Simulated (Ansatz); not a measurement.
One elementary step

Start structure (GaSiNH5Cl, closed shell), relaxed at PBE0-D4/def2-TZVP:

```csv
atom,x (Å),y (Å),z (Å)
Ga1,-0.4747,0.5381,0.2312
Si2,1.5070,-0.7682,0.4952
N3,-1.6953,0.4539,-1.0965
H4,-1.6427,-0.1796,-1.8753
Cl5,-0.9771,2.0390,1.7020
H6,1.6618,-1.7296,-0.6291
H7,2.6927,0.1271,0.5312
H8,1.4367,-1.5262,1.7716
H9,-2.5086,1.0454,-1.1303
```

The step: GaSiNH₅Cl ([NH2][Ga]([SiH3])[Cl]) → GaNHCl ([NH][Ga][Cl]) + SiH₄; bonds formed: Si2–H4; bonds broken: Ga1–Si2, N3–H4. Ansatz 0.2.0; basis: def2-TZVPP and def2-QZVPP; cores frozen in the correlated methods. Filled d shells of the heavier atoms are correlated. The def2 sets are not built for correlating such inner shells, so the correlated values are less sure here. Extrapolation: Hartree–Fock as exp(−7.88 √X), correlation as X^−2.97. Energies below are by CCSD(T) at an estimated basis limit (MP2 extrapolated from triple and quadruple zeta, plus CCSD(T) − MP2 in triple zeta).

What are the electronic barrier and the energy of the step, from the start structure to the end structure? (Judge from chemistry; the value comes from the calculation.)

Computed: Barrier 86.89 kcal/mol; step energy 65.28 kcal/mol (uphill); reverse barrier, their difference, 21.61 kcal/mol. Barrier and step energy count from the start structure, the reverse barrier from the end structure.

The saddle point: One imaginary mode of 1208i cm⁻¹.
```csv
pair,start (Å),saddle (Å),end (Å)
Si2–H4,3.99,1.71,1.50
Ga1–Si2,2.39,2.81,3.45
N3–H4,1.01,1.52,2.64
```

Zero-point energy (harmonic, PBE0-D4): ZPE is 32.21 kcal/mol at the start and 27.34 kcal/mol at the saddle, so the barrier goes from 86.89 to 82.02 kcal/mol.

The T1 diagnostic stays at or below 0.020. The end structure is not quite a true minimum (one mode of 62i cm⁻¹).

Labels in which every atom is bracketed show which atoms are joined, not bond orders.

For scale, one of the runs: CCSD(T)/def2-TZVPP, 233 basis functions, launched by `ansatz run in.yaml --threads 4 --pin off --events-out ev --progress --plain --max-ram 9574MiB`. Time: 110 s of wall clock on 4 CPU threads of an Arm Neoverse V2; the host was shared. Peak host memory: 3.8 GiB.
